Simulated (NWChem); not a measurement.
# Dipole moment of AlCl

```
Al
Cl 1 2.1469
```
Charge 0, spin multiplicity 1.

Program: NWChem. All single points use one geometry, from PBE0/def2-SVP, a minimum by its harmonic frequencies.

Basis set: aug-cc-pVDZ. The CCSD dipole comes from the Λ equations, without orbital relaxation.

```
method     dipole moment (D)  difference from CCSD
---------  -----------------  --------------------
CCSD                    1.65                  0.00
PBE                     1.52                 -0.13
BHandHLYP               1.76                 +0.11
B3LYP                   1.69                 +0.04
HF                      1.63                 -0.02
```

The values span 0.24 D, from PBE (lowest) to BHandHLYP (highest). 

The correlated methods keep 10 core orbitals frozen. B3LYP has NWChem's definition, with VWN1-RPA local correlation. The structure started from a generated list of species. No row is a measurement; the coupled-cluster row has its own basis-set and correlation limits.
